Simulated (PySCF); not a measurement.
**Magnetic susceptibility: SMILES CN1CC=C1C1C=C1, C$_{7}$H$_{9}$N**

Cartesian coordinates in Å; atom numbers follow the order of the lines, from 1:
```xyz
17

C    -1.849    1.162    0.220
N    -0.923    0.224    0.797
C    -1.288   -1.202    0.943
C     0.051   -1.508    0.328
C     0.264   -0.191    0.144
C     1.306    0.661   -0.427
C     2.739    0.183   -0.436
C     2.135    0.153   -1.582
H    -1.363    2.133    0.129
H    -2.209    0.859   -0.774
H    -2.706    1.263    0.886
H    -1.440   -1.493    1.984
H    -2.155   -1.491    0.346
H     0.620   -2.407    0.222
H     1.105    1.726   -0.346
H     3.588    0.006    0.175
H     2.117   -0.067   -2.620
```

Computed with PySCF, GIAO HF/pcSseg-1 magnetisability, rotational g tensor and spin-rotation constants, non-relativistic, gas phase. Geometry: GFN2-xTB.

What are the magnetisability and the molar susceptibility?

Isotropic -1209 × 10⁻³⁰ J/T², or -72.8 × 10⁻⁶ cm³/mol; principal values -1375, -1174, -1077 × 10⁻³⁰ J/T², anisotropy 263 × 10⁻³⁰ J/T² (root of half the summed squared differences of the principal values). The susceptibility is in cgs units.

Split it along the inertial axes a, b, c into diamagnetic and paramagnetic parts about the centre of mass, with the quadrupole moment.


| axis | χ (10⁻⁶ cm³/mol) | diamagnetic (10⁻⁶ cm³/mol) | paramagnetic (10⁻⁶ cm³/mol) | summed x² of all electrons (Å²) | quadrupole Θ (D Å) |
| --- | --- | --- | --- | --- | --- |
| a | -69.2 | -392.2 | 323.0 | 188.6 | +4.51 |
| b | -80.3 | -905.8 | 825.6 | 67.5 | -0.73 |
| c | -69.0 | -1086.5 | 1017.5 | 24.9 | -3.78 |

Anisotropies 2χaa − χbb − χcc = +10.9 and 2χbb − χaa − χcc = -22.4 × 10⁻⁶ cm³/mol. Θ is traceless in Buckingham's convention.

And the rotational g tensor?


```tsv
axis	rotational constant (GHz)	g	nuclear part	electronic part
a	4.4233	-0.0343	0.6369	-0.6713
b	1.5009	-0.0016	0.5805	-0.5821
c	1.2364	-0.0069	0.5842	-0.5910
```
Asymmetric top; isotopes 12C, 1H, 14N; no vibrational averaging.
